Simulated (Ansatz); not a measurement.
`C=N[SiH2]N[SiH3]` + HBr → `[SiH3]N[SiH2]Br` + `C=N` at 600 K and 1 bar (ligand exchange at the Si–N bond).

Calculated with Ansatz (gas phase, PBE0-D4/def2-TZVP geometries, no zero-point term in ΔE). CBS: MP2 limit from def2 TZ/QZ plus the TZ coupled-cluster correction, frozen cores. This one scheme is used for every species. For Br outer-core shells are correlated without core-valence functions, which leaves a few kJ/mol of doubt a bond. Scalar relativity is left out up to krypton. One conformer a species, not always the lowest.

| species | CCSD(T)/CBS energy (Eh) | H − E (kJ/mol) | S (J/(mol·K)) |
| --- | --- | --- | --- |
| `C=N[SiH2]N[SiH3]` | -730.46493 | 309.1 | 492.6 |
| HBr | -2573.91920 | 33.5 | 219.1 |
| `[SiH3]N[SiH2]Br` | -3209.88376 | 220.3 | 459.2 |
| `C=N` | -94.52360 | 129.6 | 259.4 |

H − E and S are ideal-gas, rigid-rotor, harmonic terms from PBE0-D4/def2-TZVP, for one conformer and one mirror image of each species. 1 Eh = 2625.50 kJ/mol, R = 8.31446 J/(mol·K).

Q: By hand: ΔE, ΔH, ΔS and ΔG.

A: ΔE = (-3209.88376) + (-94.52360) − (-730.46493) − (-2573.91920) = -0.02323 Eh = -61.0 kJ/mol. Δ(H − E) = 220.3 + 129.6 − 309.1 − 33.5 = 7.3, so ΔH = -53.7 kJ/mol. ΔS = 459.2 + 259.4 − 492.6 − 219.1 = 6.9 J/(mol·K). ΔG = -53.7 − 600 × (6.9)/1000 = -57.8 kJ/mol.

Q: By hand: the equilibrium constant, and the temperature at which ΔG would vanish if ΔH and ΔS stayed fixed.

A: log₁₀ K = −ΔG/(RT ln 10) = 5.0. ΔH and −TΔS have one sign here, so there is no such temperature.

The number of gas molecules stays the same, so ΔS is small and ΔH decides. A doubt of 5 kJ/mol in ΔE shifts log₁₀ K by 0.4 here. Other conformers and mirror images would add mixing entropy, several J/(mol·K) or more a flexible species. Modes under 60 cm⁻¹, often nearly free rotors, make the harmonic entropy too high. These are equilibria of isolated gas molecules and say nothing of rates. Largest T1 diagnostic: 0.012 (customary marks: 0.02 for closed shells, 0.045 for open ones).

ΔS is within the doubt of such terms, so its sign, and with it that verdict, could turn.
